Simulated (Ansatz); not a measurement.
Reaction (formal exchange of groups at a B–N bond): `CN(C)B[SiH3]` + `BF` → `FBB[SiH3]` + `CNC`

Calculated with Ansatz (gas phase, PBE0-D4/def2-TZVP geometries, no zero-point term in ΔE). CCSD(T)/CBS is the MP2 limit (def2-TZVPP, def2-QZVPP) plus CCSD(T) − MP2 in def2-TZVPP, frozen cores. This one scheme is used for every species. Functionals use def2-TZVPP. One conformer a species, not always the lowest.

```
         level  ΔE (eV)
        r2SCAN     1.76
MP2/def2-QZVPP     1.97
```

(1) What does CCSD(T)/CBS give? (Estimate.)

Largest T1 diagnostic among the species: 0.014.

## Answers

(1) Computed: +1.86 eV. The listed levels differ from it by -0.10, 0.11 eV.

The D4 term adds +0.09 eV with B3LYP and +0.05 eV with PBE0; it sums over pairs of atoms, weighted by their polarisabilities, and B3LYP, whose exchange is more repulsive, gets the larger term. In def2-TZVPP, CCSD(T) changes the Hartree–Fock value by +0.25 eV (the triples alone add +0.06 eV) and MP2 by +0.35 eV.

B3LYP here is the variant with VWN-RPA as its local correlation; programs differ in this.
